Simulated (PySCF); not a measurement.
Input of a run (PBE0-D3(BJ)/def2-TZVP geometry optimisation, gas phase (PySCF 2.14.0)), started from GFN2-xTB:
```
{"job": {"xc": "PBE0", "basis": "def2-TZVP", "d3": "d3bj", "grid": 2, "kind": "geom"}, "charge": 0, "multiplicity": 1}
F      2.761666     0.757212     1.485338
C      1.967320     1.000087     0.422361
C      1.032836     0.183242     0.042984
C      0.025819    -0.576199    -0.264644
F      0.170341    -1.574667    -1.174372
Si    -1.745776    -0.447619     0.429230
H      2.208539     1.940476    -0.054708
H     -1.743114     0.667535     1.370439
H     -2.627248    -0.214303    -0.713438
H     -2.041501    -1.731110     1.063045
```

Output (energies in Eh, forces in Eh/bohr):
```
step   0  E = -605.50136161  max force = 0.019174
step   1  E = -605.50215149  max force = 0.002956
step   2  E = -605.50237461  max force = 0.003283
step   3  E = -605.50243723  max force = 0.002570
step   4  E = -605.50251682  max force = 0.001704
step   5  E = -605.50254333  max force = 0.001010
step   6  E = -605.50256260  max force = 0.000422
step   7  E = -605.50257273  max force = 0.000206
optimisation converged
```

**Question.** Summarise the run.

**Answer.** The energy falls by 3.2 kJ/mol over 8 energy and gradient evaluations, the largest force component goes from 0.0192 to 2.1e-04 Eh/bohr, and the atoms move by 0.063 Å rms after alignment. The bond that changes most is C4–Si6 (outer carbon of cumulated double bonds to SiH3 silicon), which shortens by 0.026 Å. Bonds longer at the end by more than 0.005 Å: 3 of 9; shorter: 2. Among the angles that change most is C4–Si6–H10, from 106.7° to 109.1°. The energy never rose by more than 1e-6 Eh on the way. The first step brought 65 % of the lowering.

**Question.** What are the final bond lengths?

**Answer.** F1–C2 1.337 Å, C2=C3 1.299 Å, C3=C4 1.302 Å, C4–F5 1.354 Å, C4–Si6 1.881 Å, C2–H7 1.085 Å, Si6–H8 1.481 Å, Si6–H9 1.484 Å, Si6–H10 1.484 Å. Numbering counts from 1 in the input's order; the species is `FC=C=C(F)[SiH3]`.

The run used 216 basis functions and 60 SCF cycles in all. Hardware: an Arm Neoverse V2 with one thread, shared host. Cost: 78 s wall, 0.92 GiB resident at most.

No PBE0-D3(BJ)/def2-TZVP frequencies stand behind this structure, so it isn't proved a minimum.
